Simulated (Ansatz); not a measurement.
One geometry of GeH2MeBr (CH5BrGe), several levels of theory.

```yaml
crystal:
  periodic: [false, false, false]
  atoms:
    - {symbol: Ge, position_ang: [0.497749, -0.634159, 0.358721]}
    - {symbol: H, position_ang: [0.471846, -0.714721, 1.894003]}
    - {symbol: H, position_ang: [1.940180, -0.728282, -0.165402]}
    - {symbol: C, position_ang: [-0.439948, 0.924150, -0.319358]}
    - {symbol: H, position_ang: [0.034858, 1.842075, 0.059758]}
    - {symbol: H, position_ang: [-1.488788, 0.902119, 0.007914]}
    - {symbol: H, position_ang: [-0.409877, 0.932526, -1.417824]}
    - {symbol: Br, position_ang: [-0.606031, -2.523720, -0.417804]}
basis:
  gaussian: {orbitals: def2-TZVP}
magnetization: {spin_polarized: true, initial_magnetization: 2}
hamiltonian: {xc: pbe0, dispersion: d4}
scf: {omitted_lower_state_checks: [starts]}
output: {orbitals: {seedname: orbitals}}
```

The file start.molden holds the orbitals of an earlier run on this structure, at another level or in another basis.

```sh
$ ansatz run in.yaml --threads 4 --pin off --events-out ev --progress --plain --max-ram 3916MiB
```

Shortened log:

```
Functional definition: PBE0
1214 factors; their error is unknown
mean field evaluation 1: about -127654.8045 eV, gradient 3.8e1 eV
mean field evaluation 2: about -127640.8934 eV, gradient 5.6e1 eV
mean field evaluation 4: about -127661.4277 eV, gradient 5.6e0 eV
mean field evaluation 8: about -127661.5660 eV, gradient 1.8e-1 eV
mean field evaluation 16: about -127662.2673 eV, gradient 2.6e-3 eV
mean field evaluation 32: about -127662.2673 eV, gradient 1.5e-2 eV
mean field evaluation 64: about -127662.2674 eV, gradient 1.0e-4 eV
mean field -127662.26740998 eV, -4691.5017947240 hartree, gradient 1.7e-6 eV, S^2 2.004920; 2 other end points of the search recorded, 0 dependent functions left out
reference -127662.26743948 eV, -4691.5017958081 hartree; 40, 38 occupied and 117, 119 virtual orbitals, 1214 factors
Total energy: -127662.39635297 eV, -4691.5065332916 hartree
Checks for a lower state left out: starts
```

Hardware: 4 threads of Arm Neoverse V2 on a shared host. Wall time 31 s, peak host memory 0.91 GiB.

First input, but with `gaussian: {orbitals: def2-TZVP, initial_orbitals: start.molden}`, `hamiltonian: {xc: pbe, dispersion: d4}` (abridged; 4.5 s):

```
Functional definition: PBE
mean field evaluation 16: about -127658.3128 eV, gradient 6.8e-5 eV
mean field -127658.31275442 eV, -4691.3564638128 hartree, gradient 1.8e-6 eV, S^2 2.002328
Total energy: -127658.46458460 eV, -4691.3620434688 hartree
Checks for a lower state left out: starts
```

The first input with `gaussian: {orbitals: def2-TZVP, initial_orbitals: start.molden}`, `hamiltonian: {xc: r2scan, dispersion: d4}` (abridged; 12 s):

```
Functional definition: r2SCAN
mean field evaluation 16: about -127677.6237 eV, gradient 3.7e-5 eV
mean field -127677.62373343 eV, -4692.0661292017 hartree, gradient 9.5e-6 eV, S^2 2.006344
Total energy: -127677.65876974 eV, -4692.0674167624 hartree
Checks for a lower state left out: starts
```

Geometry: PBE0-D4/def2-SVP, that of the neutral singlet.

At PBE-D4/def2-TZVP the gap within one spin of the charge 0 triplet nearly closes, so an electron or hole may be smeared out by delocalisation error. At PBE0-D4/def2-TZVP a singlet of charge 0 lies 6.01 eV below the triplet at the same geometry.
